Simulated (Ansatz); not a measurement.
`[F][Sn]([SiH3])([Cl])[Cl]` + `NC(O)(F)F` → `OC(F)(F)N[SiH3]` + `[F][SnH]([Cl])[Cl]`  (cleavage of the Si–Sn bond)

Gas-phase electronic energies from Ansatz, PBE0-D4/def2-TZVP geometries. CBS: MP2 limit from def2 TZ/QZ plus the TZ coupled-cluster correction, frozen cores. DFT in def2-TZVPP. Elements past krypton have def2 core potentials. For Sn outer-core shells are correlated without core-valence functions, which leaves a few kJ/mol of doubt a bond. Each species was taken in one conformer, which may not be the lowest.

`[F][Sn]([SiH3])([Cl])[Cl]`:

```xyz
8

F     0.907   -0.519    2.323
Sn    0.109    0.557    0.960
Si   -0.122   -0.762   -1.228
Cl   -1.887    1.252    1.892
Cl    1.479    2.413    0.837
H    -0.756    0.150   -2.207
H    -0.973   -1.937   -0.936
H     1.244   -1.153   -1.643
```

`NC(O)(F)F`:

```xyz
8

N     0.731   -0.926    0.099
C    -0.277    0.042    0.208
O    -0.160    1.057   -0.698
F    -1.486   -0.554    0.057
F    -0.265    0.561    1.462
H     1.638   -0.503    0.249
H     0.704   -1.356   -0.816
H    -0.884    1.680   -0.560
```

`OC(F)(F)N[SiH3]`:

Cartesian coordinates in Å:
```
O 1.040 1.922 -0.199
C 0.901 0.579 -0.089
F 1.181 0.149 1.175
F 1.879 -0.018 -0.855
N -0.380 0.175 -0.426
Si -1.255 -1.131 0.313
H 1.981 2.130 -0.193
H -0.763 0.678 -1.209
H -2.473 -1.267 -0.523
H -1.637 -0.826 1.713
H -0.473 -2.392 0.292
```

`[F][SnH]([Cl])[Cl]`:

Cartesian coordinates in Å:
```
F -0.800 1.345 -1.048
Sn -0.031 -0.115 -0.103
Cl 2.161 0.462 0.236
Cl -1.102 -0.165 1.923
H -0.228 -1.528 -1.008
```

| level | ΔE (kJ/mol) |
| --- | --- |
| PBE0 | 8.8 |
| MP2/def2-TZVPP | -5.0 |

**Question.** What does CCSD(T)/CBS give? (Best estimate.)

**Answer.** Ansatz gave: -0.1 kJ/mol. The listed levels differ from it by 8.9, -4.9 kJ/mol.

Largest T1 diagnostic among the species: 0.013.

In def2-TZVPP, CCSD(T) changes the Hartree–Fock value by +9.0 kJ/mol (the triples alone add +1.2 kJ/mol) and MP2 by +8.2 kJ/mol. From PBE to PBE0 (25 % exact exchange), in def2-TZVPP and without D4, ΔE moves by −5.5 kJ/mol.
